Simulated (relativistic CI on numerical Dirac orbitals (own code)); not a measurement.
# In+: q coefficients and field-shift factors

Method of calculation: Dirac-Coulomb-Breit CI, separate exchange-only KLI orbitals for each configuration, valence Slater integrals scaled by 0.85, P86 correlation energy added to each configuration, derivatives by finite differences, QED left out (own radial code, finite nucleus).

CI space (outside the closed core [Kr] 4d10): 5s², 5s5p, 5s6s, 5p², 5s5d, 5s6p, 5d², 5s4f. Levels of other configurations are missing.

With x = (α/α₀)² − 1 an excitation energy changes as ω = ω₀ + qx; K = 2q/ω₀ is the relative enhancement. Terms are leading LS components, so labels can repeat. The field-shift factor is F = δν/δ⟨r²⟩ for the transition from the lowest level.

Lowest level 5s² ¹S0.

```
    Level  ω₀ (cm⁻¹)  q (cm⁻¹)  F (GHz/fm²)
5s5p ³P°0    38071.3      3373        -6.43
5s5p ³P°1    39112.0      4475        -6.46
5s5p ³P°2    41367.4      7050        -6.54
5s5p ¹P°1    63888.6      5781        -5.72
 5s6s ³S1    89352.1      5105        -4.02
 5s5d ¹D2    92130.1      9129        -8.79
 5s6s ¹S0    93014.6      5053        -4.02
  5p² ³P0    97227.7      9686        -13.6
 5s5d ³D1    97417.7      6973        -5.73
 5s5d ³D2    97486.2      7025        -5.69
 5s5d ³D3    97592.0      7125        -5.68
  5p² ³P1    98522.1     11380        -13.7
  5p² ³P2   100587.2     13560        -13.7
```

For a near-neutral ion this model can misplace configurations by up to about 10,000 cm⁻¹ (more where the count of f electrons changes) and terms by 10 to 25 % of their spread. Rates follow the energies as ν³ (E1, M1) or ν⁵ (E2), so they and the lifetimes can be off by large factors. The fine structure of a lone outer electron comes out too small, for d and f at times inverted, and misplaced configurations move strength between like terms.

(1) Which transition from the lowest level has the largest |K|?

Answers

(1) 5s5p ³P°2 at 41367.4 cm⁻¹, K = 0.341.
